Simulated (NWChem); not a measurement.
**Correlation energy of HGa**

```xyz
2

Ga     0.0000     0.0000     0.0529
H      0.0000     0.0000    -1.6386
```
Charge 0, spin multiplicity 1.

All runs are NWChem calculations. The geometry was optimised at B3LYP/def2-SVP, a minimum by its harmonic frequencies.

Basis set: def2-TZVP. Each correlation energy counts from its own Hartree-Fock reference.

```json
[
 {"method": "MP2", "correlation energy (mHa)": "-201.2", "difference from CCSD(T)": "+17.2"},
 {"method": "SCS-MP2", "correlation energy (mHa)": "-192.7", "difference from CCSD(T)": "+25.7"},
 {"method": "CR-CCSD[T]", "correlation energy (mHa)": "-218.2", "difference from CCSD(T)": "+0.2"},
 {"method": "CR-CCSD(T)", "correlation energy (mHa)": "-217.1", "difference from CCSD(T)": "+1.3"},
 {"method": "CCSD", "correlation energy (mHa)": "-210.4", "difference from CCSD(T)": "+8.0"},
 {"method": "CCSD+T(CCSD)", "correlation energy (mHa)": "-219.8", "difference from CCSD(T)": "-1.4"},
 {"method": "CCSD(T)", "correlation energy (mHa)": "-218.4", "difference from CCSD(T)": "0.0"}
]
```

The values span 27.0 mHa, from CCSD+T(CCSD) (lowest) to SCS-MP2 (highest). 

The Hamiltonian is non-relativistic. The correlated methods keep 9 core orbitals frozen. The structure started from a generated list of species. No row is a measurement; the coupled-cluster row has its own basis-set and correlation limits.
